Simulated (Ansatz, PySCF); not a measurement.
Gas-phase reaction (SMILES): [SiH3]c1ccoc1 + 8 [H][H] (H2) → 4 C (CH4) + O (H2O) + [SiH4] (SiH4); energy of full hydrogenation.

Each molecule is optimised on its own at B3LYP-D3(BJ)/def2-TZVP (Ansatz, a first-principles code). Valence correlation only, unless marked. No spin-orbit coupling. No relativistic terms. CBS marks a two-point X^-3 extrapolation of the correlation energy; Hartree-Fock from the larger set. Unstable Hartree-Fock reference: [SiH3]c1ccoc1. Thermal terms are rigid-rotor harmonic-oscillator values from B3LYP-D3(BJ) frequencies (Ansatz or PySCF) at 298.15 K and 1 atm. 1 Eh = 627.5095 kcal/mol.

```csv
species,"E, CCSD(T)/CBS(cc-pV(T+d)Z,cc-pV(Q+d)Z) (Ansatz) (Eh)","E, PBE0-D4/def2-TZVPD (Ansatz + dftd4) (Eh)",H - E (Eh)
[SiH3]c1ccoc1,-520.02052,-520.43622,0.09221
[H][H] (H2),-1.17450,-1.16831,0.01336
C (CH4),-40.45816,-40.47492,0.04840
O (H2O),-76.37426,-76.38102,0.02495
[SiH4] (SiH4),-291.45815,-291.75741,0.03520
```

**Question.** Work out ΔE and ΔH at 298.15 K at the first level, then ΔH at the second.

**Answer.** 
1. ΔE = [4×(-40.45816) + (-76.37426) + (-291.45815)] - [(-520.02052) + 8×(-1.17450)] = -0.24853 Eh = -156.0 kcal/mol at CCSD(T)/CBS(cc-pV(T+d)Z,cc-pV(Q+d)Z).
2. The terms H - E add up to 0.05466 Eh, so ΔH = (-0.24853 + (0.05466))×627.5095 = -121.7 kcal/mol.
3. At PBE0-D4/def2-TZVPD the same steps give ΔE = -160.3 and ΔH = -126.0 kcal/mol, a shift of -4.3 from the first level.
4. These values are not checked against measurement here, since the tables used lack a sound gas-phase enthalpy of formation for at least one species.
